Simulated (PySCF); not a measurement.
A structure optimised at PBE-D3(BJ)/def2-SVP, used in a PySCF frequency run:

```
C
C 1 1.5165
H 2 1.1064 1 109.73
H 2 1.1064 3 109.51 1 -120.51
H 2 1.1077 3 109.41 4 -119.91
Cl 1 1.7949 2 110.27 3 -179.76
Cl 1 1.7949 2 110.27 3 59.39
Br 1 1.9839 2 109.50 3 -60.19
```

**Question.** Write its SMILES, formula and point group.

**Answer.** CC(Cl)(Cl)Br, C2H3BrCl2, Cs

**Question.** What are its rotational constants (standard atomic weights)?

**Answer.** 2.2811, 1.4244, 1.1470 GHz
